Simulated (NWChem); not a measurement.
All runs are NWChem calculations. System: Cl2Sn, charge 0, spin multiplicity 1, at a geometry optimised with PBE/def2-SVP with def2 effective core potentials on Sn. The structure started from a generated list of species. Level: MP2/def2-TZVP with def2 effective core potentials on Sn, 14 core orbitals frozen.

Output (cleaned and shortened):

```
             Northwest Computational Chemistry Package (NWChem) 7.3.0
             --------------------------------------------------------

                                NWChem Input Module
                                -------------------

 Scaling coordinates for geometry "geometry" by  1.889725989
 (inverse scale =  0.529177249)

 Turning off AUTOSYM since
 SYMMETRY directive was detected!

                             Geometry "geometry" -> ""
                             -------------------------

 Output coordinates in angstroms (scale by  1.889725989 to convert to a.u.)

  No.       Tag          Charge          X              Y              Z
 ---- ---------------- ---------- -------------- -------------- --------------
    1 Sn                  50.0000     0.00000000     0.00000000     0.62664500
    2 Cl                  17.0000     1.84923900     0.00000000    -0.92153700
    3 Cl                  17.0000    -1.84923900     0.00000000    -0.92153700

 Effective nuclear repulsion energy (a.u.)     414.3572851231

            Nuclear Dipole moment (a.u.)
            ----------------------------
        X                 Y               Z
 ---------------- ---------------- ----------------
     0.0000000000     0.0000000000    -0.0000151178

      Symmetry information
      --------------------

 Group name             C2v
 Group number             16
 Group order               4
 No. of unique centers     2

      Symmetry unique atoms

     1    2


 Summary of "ao basis" -> "" (spherical)
 ------------------------------------------------------------------------------
       Tag                 Description            Shells   Functions and Types
 ---------------- ------------------------------  ------  ---------------------
 *                         def2-tzvp                  on all atoms

 Summary of "ao basis" -> "ao basis" (spherical)
 ------------------------------------------------------------------------------
       Tag                 Description            Shells   Functions and Types
 ---------------- ------------------------------  ------  ---------------------
 Sn                        def2-tzvp                16       50   6s5p3d2f
 Cl                        def2-tzvp                13       37   5s5p2d1f

                                 NWChem SCF Module
                                 -----------------

  ao basis        = "ao basis"
  functions       =   124
  atoms           =     3
  closed shells   =    28
  open shells     =     0
  charge          =   0.00
  wavefunction    = RHF
  use symmetry    = T
  symmetry adapt  = T

 Summary of "ao basis" -> "ao basis" (spherical)
 ------------------------------------------------------------------------------
       Tag                 Description            Shells   Functions and Types
 ---------------- ------------------------------  ------  ---------------------
 Sn                        def2-tzvp                16       50   6s5p3d2f
 Cl                        def2-tzvp                13       37   5s5p2d1f

      Symmetry analysis of basis
      --------------------------

        a1         46
        a2         17
        b1         37
        b2         24

 Forming initial guess at       0.1s

      Superposition of Atomic Density Guess
      -------------------------------------

 Sum of atomic energies:       -1168.06748091

      Non-variational initial energy
      ------------------------------

 Total energy =   -1132.357146
 1-e energy   =   -2056.290479
 2-e energy   =     718.460103
 HOMO         =      -0.302145
 LUMO         =      -0.054500

      Symmetry analysis of molecular orbitals - initial
      -------------------------------------------------

  Numbering of irreducible representations:

     1 a1          2 a2          3 b1          4 b2

  Orbital symmetries:

     1 a1          2 b1          3 a1          4 b1          5 a1
     6 b1          7 a1          8 b2          9 b1         10 a2
    11 a1         12 b1         13 a1         14 b2         15 b1
    16 a1         17 a1         18 a2         19 b2         20 a1
    21 b1         22 a1         23 b1         24 a1         25 b2
    26 a2         27 b1         28 a1         29 b2         30 b1
[...]
   Bfn.  Coefficient  Atom+Function         Bfn.  Coefficient  Atom+Function
  ----- ------------  ---------------      ----- ------------  ---------------
    65      0.331011  2 Cl px               102      0.331011  3 Cl px
    68      0.224898  2 Cl px               105      0.224898  3 Cl px
    67      0.203895  2 Cl pz               104     -0.203895  3 Cl pz
    62      0.150380  2 Cl px                99      0.150380  3 Cl px

 Vector   28  Occ=2.000000D+00  E=-3.816783D-01  Symmetry=a1
              MO Center= -1.4D-13,  3.1D-16,  3.3D-01, r^2= 4.4D+00
   Bfn.  Coefficient  Atom+Function         Bfn.  Coefficient  Atom+Function
  ----- ------------  ---------------      ----- ------------  ---------------
     5      0.441124  1 Sn s                  6      0.426632  1 Sn s
     2      0.331472  1 Sn s                  3     -0.266947  1 Sn s
    67     -0.247412  2 Cl pz               104     -0.247412  3 Cl pz
    18      0.240826  1 Sn pz                 1     -0.209133  1 Sn s
     4     -0.202506  1 Sn s                 12     -0.198415  1 Sn pz

 Vector   29  Occ=0.000000D+00  E=-2.068921D-02  Symmetry=b2
              MO Center= -5.6D-14,  3.6D-15,  6.8D-01, r^2= 4.5D+00
   Bfn.  Coefficient  Atom+Function         Bfn.  Coefficient  Atom+Function
  ----- ------------  ---------------      ----- ------------  ---------------
    20      0.527807  1 Sn py                17      0.449873  1 Sn py
    11     -0.300830  1 Sn py                14      0.245146  1 Sn py
    69     -0.192316  2 Cl py               106     -0.192316  3 Cl py

 Vector   30  Occ=0.000000D+00  E= 6.036479D-02  Symmetry=b1
              MO Center=  3.4D-13, -2.2D-16,  9.7D-01, r^2= 6.5D+00
   Bfn.  Coefficient  Atom+Function         Bfn.  Coefficient  Atom+Function
  ----- ------------  ---------------      ----- ------------  ---------------
    19      0.944958  1 Sn px                55     -0.282145  2 Cl s
    92      0.282145  3 Cl s                 13      0.238903  1 Sn px
    10     -0.224341  1 Sn px                35     -0.192799  1 Sn d  1
    70     -0.179283  2 Cl pz               107      0.179283  3 Cl pz

 Vector   31  Occ=0.000000D+00  E= 6.970005D-02  Symmetry=a1
              MO Center= -8.8D-14,  7.0D-15,  7.7D-01, r^2= 7.0D+00
   Bfn.  Coefficient  Atom+Function         Bfn.  Coefficient  Atom+Function
  ----- ------------  ---------------      ----- ------------  ---------------
    21      0.979789  1 Sn pz                 5     -0.430180  1 Sn s
    55      0.301095  2 Cl s                 92      0.301095  3 Cl s
    68     -0.237596  2 Cl px               105      0.237596  3 Cl px
    15      0.218966  1 Sn pz                 2     -0.213048  1 Sn s
    12     -0.189731  1 Sn pz                 6     -0.171856  1 Sn s

 center of mass
 --------------
 x =   0.00000000 y =   0.00000000 z =   0.09489294

 moments of inertia (a.u.)
 ------------------
         375.739243752824           0.000000000000           0.000000000000
           0.000000000000        1229.812465559010           0.000000000000
           0.000000000000           0.000000000000         854.073221806187

  Mulliken analysis of the total density
  --------------------------------------

    Atom       Charge   Shell Charges
 -----------   ------   -------------------------------------------------------
    1 Sn  22    21.06   0.29 -0.78  1.54  0.94  1.15  0.66 -0.40  6.35  0.41  0.58  0.08  8.97  1.04  0.16  0.05  0.00
    2 Cl  17    17.47   2.01  0.45  1.52  1.08  0.90  4.18  1.69  1.06  2.88  1.68  0.00  0.02  0.00
    3 Cl  17    17.47   2.01  0.45  1.52  1.08  0.90  4.18  1.69  1.06  2.88  1.68  0.00  0.02  0.00

       Multipole analysis of the density wrt the origin
       ------------------------------------------------

     L   x y z        total         open         nuclear
     -   - - -        -----         ----         -------
     0   0 0 0      0.000000      0.000000     56.000000

     1   1 0 0      0.000000      0.000000      0.000000
     1   0 1 0     -0.000000      0.000000      0.000000
     1   0 0 1      1.489291      0.000000    -33.157261

     2   2 0 0    -43.522380      0.000000    415.205097
     2   1 1 0      0.000000      0.000000      0.000000
     2   1 0 1     -0.000000      0.000000      0.000000
     2   0 2 0    -34.551293      0.000000      0.000000
     2   0 1 1      0.000000      0.000000      0.000000
     2   0 0 2    -38.363045      0.000000    133.960914

                   NWChem MP2 Semi-direct Energy/Gradient Module
                   ---------------------------------------------

  Basis functions       =    124
  Molecular orbitals    =    124
  Frozen core           =     14
  Frozen virtuals       =      0
  Active alpha occupied =     14
  Active beta occupied  =     14
  Active alpha virtual  =     96
  Active beta virtual   =     96
  Use MO symmetry       = T
  Use skeleton AO sym   = T

  AO/Fock/Back tols     =   1.0D-09  1.0D-09  1.0D-09

 GA uses MA = F    GA memory limited = T

 Available:
  local mem=  1.26D+08
 global mem=  1.44D+08
 local disk=  0.00D+00
  mp2_memr nvloc                    96
  nvloc new                    96
   1 passes of  14:        5242880                      98540                  33590069.
   1 passes of  14: M    126137231           G      144148448           F     120894351.

 Semi-direct pass number   1 of   1  for RHF alpha+beta  at        2.5s
  vrange nnbf                  7345
  mp2_eaftype                   128  avail_ma_in_mb                  1099
 EAF : mp2_eaftype filesize         128   16795034.
  mp2_eaf for mointskh                    128
Node 0 wrote     79.0 Mb in      0.3 s     Agg I/O rate:   272.4 Mb/s
 Done moints_semi at        7.9s
  mp2_eaftype                   128  avail_ma_in_mb                   971
 EAF : mp2_eaftype filesize         128   16795034.
  mp2_eaf for kh                   128
 Done maket at        8.1s
 Done multipass loop at        8.1s

          -------------------------------------------
          SCF energy               -1132.495356056327
          Correlation energy          -0.668384963098
          Singlet pairs               -0.369704801633
          Triplet pairs               -0.298680161465
          Total MP2 energy         -1133.163741019425
          -------------------------------------------

          ---------------------------------------------------
                    Spin Component Scaled (SCS) MP2
          Same spin pairs                     -0.199120107644
          Same spin scaling factor             0.333333333333
          Opposite spin pairs                 -0.469264855454
          Opposite spin scaling fact.          1.200000000000
          SCS-MP2 correlation energy          -0.629491195760
          Total SCS-MP2 energy             -1133.124847252087
          ---------------------------------------------------

 -----------------------
 Performance information
 -----------------------

 Timer overhead =  9.87D-08 seconds/call

               Nr. of calls         CPU time (s)                 Wall time (s)                GFlops
             ---------------    -------------------     ------------------------------   -------------------
Name         Min   Avg   Max    Min     Avg     Max     Min     Avg     Max   Mx/calls   Min     Max     Sum
mp2: moin     1     1     1    5.4     5.4     5.4      5.4     5.4     5.4     5.4      0.0     0.0     0.0
mp2: make     1     1     1   0.22    0.22    0.22     0.22    0.22    0.22    0.22      0.0     0.0     0.0
mp2: tota     1     1     1    5.7     5.7     5.7      5.7     5.7     5.7     5.7      0.0     0.0     0.0

 The average no. of pstat calls per process was 3.00D+00
 with a timing overhead of 2.96D-07s

 Task  times  cpu:        8.1s     wall:        8.1s

 Total times  cpu:        8.1s     wall:        8.1s
```

**Question.** Write an NWChem input that would produce this output.

**Answer.** Several could match; the one computed here: 
```
start mol
memory heap 200 mb stack 900 mb global 1100 mb
geometry units angstroms nocenter noautoz
  Sn     0.000000     0.000000     0.626645
  Cl     1.849239     0.000000    -0.921537
  Cl    -1.849239     0.000000    -0.921537
  symmetry group C2v
end
basis spherical
  * library def2-tzvp
end
ecp
  Sn library def2-ecp
end
scf
  rhf
  nopen 0
  maxiter 100
  thresh 1e-7
  semidirect memsize 60000000 filesize 0
end
mp2
  freeze core 14
end
task mp2 energy
```
